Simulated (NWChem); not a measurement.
The numbers come from NWChem runs, not from measurements. System: H4Al2F2, charge 0, spin multiplicity 1, at a geometry optimised with B3LYP/def2-SVP. The structure started from a generated list of species. Level: PBE/def2-TZVP.

The NWChem input:

```
start mol
memory heap 200 mb stack 900 mb global 1100 mb
geometry units angstroms nocenter noautoz
  Al     0.000000     0.000000    -1.424919
  Al     0.000000     0.000000     1.424919
  F     -1.181517     0.000000     0.000000
  H      0.000000     1.414622    -2.111924
  H      0.000000    -1.414622    -2.111924
  F      1.181517     0.000000     0.000000
  H      0.000000     1.414622     2.111924
  H      0.000000    -1.414622     2.111924
  symmetry group D2h
end
basis spherical
  * library def2-tzvp
end
dft
  xc xpbe96 cpbe96
  semidirect memsize 60000000 filesize 0
  iterations 100
end
task dft energy
```

Part of the output:

```
             Northwest Computational Chemistry Package (NWChem) 7.3.0
             --------------------------------------------------------

                                NWChem Input Module
                                -------------------

 Scaling coordinates for geometry "geometry" by  1.889725989
 (inverse scale =  0.529177249)

 Turning off AUTOSYM since
 SYMMETRY directive was detected!

                             Geometry "geometry" -> ""
                             -------------------------

 Output coordinates in angstroms (scale by  1.889725989 to convert to a.u.)

  No.       Tag          Charge          X              Y              Z
 ---- ---------------- ---------- -------------- -------------- --------------
    1 Al                  13.0000     0.00000000     0.00000000    -1.42491900
    2 Al                  13.0000     0.00000000     0.00000000     1.42491900
    3 F                    9.0000    -1.18151700     0.00000000     0.00000000
    4 H                    1.0000     0.00000000     1.41462200    -2.11192400
    5 H                    1.0000     0.00000000    -1.41462200    -2.11192400
    6 F                    9.0000     1.18151700     0.00000000     0.00000000
    7 H                    1.0000     0.00000000     1.41462200     2.11192400
    8 H                    1.0000     0.00000000    -1.41462200     2.11192400

 Effective nuclear repulsion energy (a.u.)     222.4586550896

            Nuclear Dipole moment (a.u.)
            ----------------------------
        X                 Y               Z
 ---------------- ---------------- ----------------
     0.0000000000     0.0000000000     0.0000000000

      Symmetry information
      --------------------

 Group name             D2h
 Group number             26
 Group order               8
 No. of unique centers     3

      Symmetry unique atoms

     1    3    4


 Summary of "ao basis" -> "" (spherical)
 ------------------------------------------------------------------------------
       Tag                 Description            Shells   Functions and Types
 ---------------- ------------------------------  ------  ---------------------
[...]
              MO Center=  1.6D-15,  1.0D-14,  1.2D-14, r^2= 6.4D+00
   Bfn.  Coefficient  Atom+Function         Bfn.  Coefficient  Atom+Function
  ----- ------------  ---------------      ----- ------------  ---------------
    16      0.204279  1 Al py                53      0.204279  2 Al py
   107      0.157882  4 H  s                113     -0.157882  5 H  s
   150      0.157882  7 H  s                156     -0.157882  8 H  s
   108      0.136400  4 H  s                114     -0.136400  5 H  s
   151      0.136400  7 H  s                157     -0.136400  8 H  s

 Vector   25  Occ=0.000000D+00  E=-5.707738D-02  Symmetry=b3u
              MO Center=  2.1D-14, -1.3D-15,  1.5D-13, r^2= 7.2D+00
   Bfn.  Coefficient  Atom+Function         Bfn.  Coefficient  Atom+Function
  ----- ------------  ---------------      ----- ------------  ---------------
    18      0.453699  1 Al px                55      0.453699  2 Al px
    15      0.281384  1 Al px                52      0.281384  2 Al px
    29      0.117143  1 Al d  1              66     -0.117143  2 Al d  1
    78      0.107603  3 F  s                121     -0.107603  6 F  s
    79      0.078204  3 F  s                122     -0.078204  6 F  s

 Vector   26  Occ=0.000000D+00  E=-2.188139D-02  Symmetry=b2g
              MO Center= -6.8D-15, -6.1D-16, -1.4D-13, r^2= 8.0D+00
   Bfn.  Coefficient  Atom+Function         Bfn.  Coefficient  Atom+Function
  ----- ------------  ---------------      ----- ------------  ---------------
    18      0.643696  1 Al px                55     -0.643696  2 Al px
    15      0.243382  1 Al px                52     -0.243382  2 Al px
    82     -0.118545  3 F  pz               125      0.118545  6 F  pz
    29      0.112763  1 Al d  1              66      0.112763  2 Al d  1
    85     -0.092432  3 F  pz               128      0.092432  6 F  pz

 Vector   27  Occ=0.000000D+00  E=-2.078272D-02  Symmetry=ag
              MO Center= -2.3D-14, -8.8D-15,  7.1D-14, r^2= 6.9D+00
   Bfn.  Coefficient  Atom+Function         Bfn.  Coefficient  Atom+Function
  ----- ------------  ---------------      ----- ------------  ---------------
    20      0.584988  1 Al pz                57     -0.584988  2 Al pz
    79     -0.273328  3 F  s                122     -0.273328  6 F  s
    17      0.188615  1 Al pz                54     -0.188615  2 Al pz
    28     -0.100610  1 Al d  0              65     -0.100610  2 Al d  0
    78     -0.097328  3 F  s                121     -0.097328  6 F  s

 center of mass
 --------------
 x =   0.00000000 y =   0.00000000 z =   0.00000000

 moments of inertia (a.u.)
 ------------------
         484.286590511216           0.000000000000           0.000000000000
           0.000000000000         644.897375895538           0.000000000000
           0.000000000000           0.000000000000         218.228178059575

     Multipole analysis of the density
     ---------------------------------

     L   x y z        total         alpha         beta         nuclear
     -   - - -        -----         -----         ----         -------
     0   0 0 0      0.000000    -24.000000    -24.000000     48.000000

     1   1 0 0      0.000000      0.000000      0.000000      0.000000
     1   0 1 0     -0.000000     -0.000000     -0.000000      0.000000
     1   0 0 1      0.000000      0.000000      0.000000      0.000000

     2   2 0 0    -26.850644    -58.291609    -58.291609     89.732574
     2   1 1 0      0.000000      0.000000      0.000000      0.000000
     2   1 0 1      0.000000      0.000000      0.000000      0.000000
     2   0 2 0    -31.756910    -30.170964    -30.170964     28.585019
     2   0 1 1      0.000000      0.000000      0.000000      0.000000
     2   0 0 2    -29.016027   -140.622185   -140.622185    252.228343

 Task  times  cpu:        8.4s     wall:        8.4s

 Total times  cpu:        8.4s     wall:        8.4s
```
